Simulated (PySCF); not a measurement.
These are PBE-D3(BJ)/def2-TZVP // M06-2X/def2-TZVP in PySCF values and carry that method's errors. Gas-phase values, no solvent. One relaxed conformer stands for a flexible species; it need not be the lowest. Excitations are Tamm–Dancoff values on a coarser integration grid. The basis has no diffuse functions, so Rydberg states are missing or too high.

Reference species (SMILES): `C#CCO` (neutral, multiplicity 1).

- S1 excitation (TDA): 5.99 eV
- S1 oscillator strength: 0.006

Changed species: `C=C1CO1`.

Task: Give the shifts of the S1 excitation (TDA) and S1 oscillator strength.

Result: the S1 excitation (TDA) increases by 0.33 eV, to 6.32 eV; the S1 oscillator strength stays essentially unchanged.
